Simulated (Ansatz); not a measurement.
Cost and result for the atomization energy of CH7N3Si, SMILES `N=C[SiH](N)N` (12 atoms, 11 bonds).

Cartesian coordinates in Å:
```
N -0.9449 1.3734 -1.4426
C 0.1519 0.7876 -1.1769
Si 0.3892 -0.0375 0.5147
N 0.9466 -1.6500 0.4614
N -1.1648 0.0759 1.1849
H -0.9465 1.7804 -2.3803
H 0.9752 0.7529 -1.9096
H 1.5055 0.6830 1.1970
H 1.9108 -1.8909 0.6084
H 0.4041 -2.4068 0.0817
H -1.4049 -0.1588 2.1308
H -1.8222 0.6910 0.7302
```

The species carries charge 0 and has multiplicity 1. The structure was optimised at the PBE0-D4/def2-TZVP level. It is one conformer, not always the lowest. Program: Ansatz. All runs use 4 threads of an Arm Neoverse V1 on a shared host. Times are those of one run each, without the atoms' runs, and a repeat can differ threefold. Electronic energies, without spin–orbit coupling; frozen cores. CCSD(T)/CBS adds CCSD(T) − MP2 in def2-TZVPP to the MP2 limit, and its time is that of the two runs behind it. T1 = 0.011. B3LYP takes the VWN-RPA correlation (the form of Gaussian; ORCA's B3LYP/G).

CCSD(T)/CBS is a level of theory with its own doubt, some kJ/mol a heavy atom from the limit and from the frozen cores, so smaller differences don't rank the functionals.

| level | functions | wall time | atomization (kcal/mol) | difference from CCSD(T)/CBS | per bond |
| --- | --- | --- | --- | --- | --- |
| PBE-D4/def2-TZVPP (with forces) | 264 | 2.7 s | 1066.2 | 23.0 | 2.1 |
| PBE0-D4/def2-TZVPP | 264 | 3.1 s | 1040.6 | -2.6 | -0.2 |
| r2SCAN-D4/def2-TZVPP (with forces) | 264 | 4.9 s | 1035.7 | -7.5 | -0.7 |
| B3LYP-D4/def2-TZVPP (with forces) | 264 | 4.9 s | 1049.3 | 6.1 | 0.6 |
| B2PLYP/def2-TZVPP | 264 | 6 s | 1033.1 | -10.1 | -0.9 |
| ωB97X-V/def2-TZVPP | 264 | 8 s | 1048.9 | 5.7 | 0.5 |
| ωB97M-V/def2-TZVPP (with forces) | 264 | 12 s | 1049.2 | 6.0 | 0.5 |
| MP2/def2-QZVPP | 508 | 26 s | 1041.8 | -1.4 | -0.1 |
| CCSD(T)/def2-TZVPP | 264 | 3.1 min | 1007.1 | -36.1 | -3.3 |
| CCSD(T)/CBS(def2) | – | 3.6 min | 1043.2 | 0.0 | 0.0 |

From PBE to PBE0 (25 % exact exchange), in def2-TZVPP and without D4, the atomization energy moves by −24.8 kcal/mol: exact exchange takes away binding that semilocal exchange gives to molecules. In def2-TZVPP, CCSD(T) changes the Hartree–Fock value by +303.3 kcal/mol (the triples alone add +17.6 kcal/mol) and MP2 by +316.4 kcal/mol; breaking electron pairs costs correlation energy, which Hartree–Fock lacks. The D4 term adds +9.3 kcal/mol with B3LYP and +4.9 kcal/mol with PBE0; it sums over pairs of atoms, weighted by their polarisabilities, and B3LYP, whose exchange is more repulsive, gets the larger term.
